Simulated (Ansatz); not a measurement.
One molecule, several partners

H₂Te beside different partners, each pair relaxed from a docking trial to one local arrangement, named by its closest contact against the van der Waals radii; a more strongly bound one may exist. Pairs that react, share a proton or have a doubtful reference are left out. Counterpoise interaction energies from the frozen fragments; negative means bound. Gas-phase electronic energies, without zero-point energy, by CCSD(T) at an estimated basis limit (MP2 extrapolated from triple and quadruple zeta, plus CCSD(T) − MP2 in triple zeta); Ansatz 0.2.0, def2-TZVPPD and QZVPPD, frozen cores, core potentials past krypton, on PBE0-D4/def2-TZVP structures. Extrapolation: Hartree–Fock as exp(−7.88 √X), correlation as X^−2.97.

| partner | closest contact, atom of H₂Te first (Å) | interaction energy (kcal/mol) |
| --- | --- | --- |
| H₂ | Te···H 3.51 | -0.27 |
| HF | Te···H 2.57 | ? |
| H₂O | Te···O 3.10 | -2.50 |
| N₂ | Te···N 3.57 | -0.83 |
| NH₃ | Te···N 3.10 | -3.27 |
| HCl | Te···H 2.68 | -2.88 |

Problem. What is the interaction energy with HF? (To be estimated.)

Solution. Computed: -4.15 kcal/mol. It counts from the two fragments frozen as in the pair.

Problem. Which of these pairs would not bind at these structures without electron correlation? (Judge from chemistry; the calculation decides.)

Solution. Computed: HCl, N₂, H₂: the Hartree–Fock interaction is repulsive at this distance, so correlation does the binding there; at its own, longer distance Hartree–Fock may still bind a polar pair.

The T1 diagnostic stays at or below 0.014. The filled d shells of Te are correlated in sets not built for that, so values that involve them are less sure.

For scale, one of the runs: CCSD(T)/def2-TZVPPD, 181 basis functions, launched by `ansatz run in.yaml --threads 2 --pin off --events-out ev --progress --plain --max-ram 5222MiB`. Time: 24 s of wall clock on 2 CPU threads of an Intel Xeon 6975P-C; the host was shared. Peak host memory: 2.1 GiB.
